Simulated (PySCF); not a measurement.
**Computed properties of SbCl3, SMILES [Cl][Sb]([Cl])[Cl]**

SbCl3, SMILES [Cl][Sb]([Cl])[Cl]. Coordinates come from a B3LYP-D3(BJ)/def2-SVP optimisation. The isomer is the one that the SMILES or the coordinates give; other isomers of the formula were not compared. The def2 effective core potentials stand for the cores of Sb; spin–orbit coupling is left out. Other conformers were not sampled. All values are computed for the isolated molecule unless a solvent is named; none is compared with measurement here.

**Structure.** The optimised structure has C3v symmetry. All 6 harmonic modes at B3LYP-D3(BJ)/def2-SVP (PySCF) are real, so it is a minimum. With heavy atoms numbered as in [Sb:1]([Cl:2])([Cl:3])[Cl:4], the shortest bond between them is Sb1–Cl2 at 2.384 Å and the longest Sb1–Cl3 at 2.384 Å.

**Vibrations.** The strongest infrared lines (harmonic, unscaled, degenerate partners summed) lie at 357 cm⁻¹ (137 km/mol, Cl 74 %, Sb 26 %), 370 cm⁻¹ (22 km/mol, Cl 80 %, Sb 20 %), 141 cm⁻¹ (5 km/mol, Cl 73 %, Sb 27 %). The softest mode is at 113 cm⁻¹ and the zero-point energy is 2.1 kcal/mol.

**Electronic structure.** r2SCAN/def2-TZVPD (PySCF) places the frontier levels at -7.88 and -2.83 eV, a gap of 5.05 eV, and gives a dipole moment of 2.72 D and a mean polarisability of 86.7 bohr³.

**Excitations.** TDDFT-B3LYP/def2-SVPD (PySCF) has S1 at 5.16 eV (240 nm, f = 0.046, weak); the most intense of the 10 singlets computed lies at 5.16 eV (f = 0.05). Strengths of degenerate partners are summed. T1 (TDA) is at 4.42 eV. No vertical singlet excitation falls in the visible range (under 3.1 eV).
